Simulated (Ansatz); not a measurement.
CH3Si (SMILES [CH]=[SiH2]) moved off its minimum; all values from Ansatz (an electronic-structure program), cores frozen in correlated methods. Open shells are unrestricted.
(charge 0, multiplicity 2)
```xyz
5

C      1.16313    -0.01111     0.06979
Si    -0.69251     0.06811     0.32005
H      2.31981    -0.21209     0.03595
H     -1.51297     1.33243    -0.03530
H     -1.40111    -1.11151     0.15694
```

Forces at B3LYP/def2-TZVPP (eV/Å):

```tsv
atom	Fx	Fy	Fz
C1	-1.435	-0.137	0.029
Si2	4.286	2.215	-0.508
H3	-2.723	0.463	0.353
H4	0.823	-0.854	0.299
H5	-0.950	-1.688	-0.173
```

Task: Give the forces (eV/Å), the total energy and the dipole at MP2/aug-cc-pV(T+d)Z.

Result: 
| atom | Fx | Fy | Fz |
|---|---|---|---|
| C1 | -0.623 | -0.159 | -0.044 |
| Si2 | 3.494 | 2.303 | -0.300 |
| H3 | -2.920 | 0.476 | 0.310 |
| H4 | 0.939 | -0.984 | 0.264 |
| H5 | -0.890 | -1.635 | -0.230 |
Energy -328.6632 hartree, dipole 0.37 D.

Doubts at one or more of the structures used: a spin-contaminated determinant (MP2/aug-cc-pV(T+d)Z, B3LYP/def2-TZVPP).
